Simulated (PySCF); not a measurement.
Dipole response of Se²⁺ (selenium, charge +2)

[Ar] 3d10 4s2 4p2, high-spin 3P determinant. All numbers are calculated (PySCF 2.14, the non-relativistic Hamiltonian (point nucleus), in def2-QZVPPD). Coupled (time-dependent) response in atomic units; α is the mean over directions.

```tsv
method	mean α (bohr³)	α xx, yy, zz	C₆ (like pair)	S(−4)
UHF	9.904	10.07, 9.823, 9.823	47.14	28.91
PBE	9.511	9.500, 9.517, 9.517	44.89	25.12
PBE0	9.556	9.613, 9.528, 9.528	45.14	25.49
M06-L	9.404	9.536, 9.338, 9.338	45.09	23.32
```

S(−4) is the Cauchy moment in α(ω) = α(0) + S(−4) ω² + …

Spin-orbit coupling is absent.

α(iu) at UHF:

```csv
u (hartree),α(iu) (bohr³)
0,9.904
0.0500,9.833
0.100,9.626
0.200,8.896
0.300,7.931
0.500,5.966
0.750,4.111
1.00,2.931
1.50,1.704
2.00,1.140
3.00,0.6538
5.00,0.3325
```

A single London oscillator, α(iu) = α/(1 + u²/ω²), gives C₆ = (3/4) ω α². Matching the computed C₆ needs ω = 4 × 47.14 / (3 × 9.904²) = 0.641 hartree.

For an ion, C₆ is the dispersion term alone; charge-induced terms of lower order in 1/R come first.

The components differ because the open shell of this determinant is not spherical; for a pure term their mean is the scalar polarisability.
